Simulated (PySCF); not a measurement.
## Löwdin shares of the frontier orbitals

Species: [RuNF4]- (charge -1 and singlet state).
Z-matrix (Å and degrees, PBE0-D3(BJ)/def2-SVP geometry), rows numbered from 1:
```
Ru
N   1  1.5664
F   1  1.9039  2  107.05
F   1  1.9039  2  107.05  3   -89.98
F   1  1.9039  2  107.10  3  -179.98
F   1  1.9039  2  107.11  3    89.99
```

Computed, not measured: TDDFT B3LYP/def2-SVPD, vertical, gas phase, core orbitals frozen in the response, def2 core potentials past Kr (PySCF). Spin–orbit coupling is left out. The geometry's basis has no diffuse functions, a weakness for an anion.

Kohn–Sham orbitals with the atoms that hold most of them (Löwdin shares over 4%, at most four atoms; ? is withheld):

| orbital | ε (eV) | atoms |
| --- | --- | --- |
| LUMO+2 | 2.63 | Ru1 60%, F6 10%, F5 10%, F3 10% |
| LUMO+1 | 1.56 | Ru1 50%, N2 39% |
| LUMO | 1.56 | Ru1 50%, N2 39% |
| HOMO | -2.72 | Ru1 62%, F5 9%, F4 9%, F6 9% |
| HOMO-1 | -4.96 | ? |
| HOMO-2 | -5.09 | N2 24%, F4 18%, F6 18%, F3 18% |
| HOMO-3 | -5.09 | N2 24%, F3 18%, F5 18%, F4 18% |

Task: Which atoms hold the HOMO-1, and with what shares?

Result: F3 (bonded to Ru) 25%; F4 (bonded to Ru) 25%; F6 (bonded to Ru) 25%; F5 (bonded to Ru) 25%.

Within 0.005 eV of a neighbour in this list lie HOMO-3/HOMO-2 and LUMO/LUMO+1 (point group found: C4v); within a degenerate set the shares of single atoms can hang on how the components are chosen.

Task: How does S1 compare with the orbital gap of 4.28 eV?

Result: S1 is at 2.51 eV (f = 0.0003), 1.77 eV below the gap, made of HOMO→LUMO/LUMO+1 (99%). S1/S2 lie within about 0.01 eV of each other. Without the coupling terms of the response equations the lowest excitation would equal the gap.

For S1 the Löwdin share of ruthenium is 62% in HOMO and 50% in LUMO.

Next come S2 at 2.51 eV (f 0.0003), HOMO→LUMO/LUMO+1 (99%); S3 at 3.04 eV (f 0.0000), HOMO→LUMO+2 (99%); S4 at 4.52 eV (f 0.0000), HOMO→LUMO+3 (97%); S5 at 5.03 eV (f 0.0000), HOMO-3/HOMO-2→LUMO/LUMO+1 (≥93%).

Orbitals of the list HOMO-3 to LUMO+2 that lie within 0.01 eV of each other are written together with a slash and their weights summed (≥ marks a lower bound); for degenerate orbitals outside that list single weights are arbitrary.
